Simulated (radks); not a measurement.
The germanium anion Ge4-, [Kr], held by a Watson sphere: a shell of charge +4 at radius R that stands for the Madelung well of a crystal (potential energy -4/R inside, -4/r outside, in hartree with lengths in bohr). Method: scalar-relativistic Kohn-Sham, LDA (Slater exchange, Perdew-Wang correlation), spin-polarised, spherical densities, finite nucleus; Fermi nuclear charge, rms radius of each element as measured or else 0.836 A^(1/3) + 0.57 fm; computed with a radial shooting solver on a logarithmic mesh with Libxc functionals. Response by self-consistent Sternheimer equations with the Hartree and adiabatic LDA kernel, the relativistic mass of each level held fixed and spin-orbit coupling left out. The sphere does not respond.

R (bohr),e(3d) (eV),e(4s) (eV),e(4p) (eV),<r> 4p (bohr),sum of <r^2> (bohr^2),X-ray form factor at sin(theta)/lambda = 0.2 1/angstrom,alpha (bohr^3)
2.51,-28.515,-14.570,-7.025,2.697,72.52,25.610,48.98
2.67,-28.038,-13.967,-6.708,2.785,76.30,25.515,55.60
2.91,-27.525,-13.157,-6.249,2.918,82.23,25.408,67.29
4.53,-26.495,-10.014,-3.977,3.854,130.0,25.353,228.7
5.14,-26.441,-9.538,-3.460,4.216,151.9,25.427,342.0
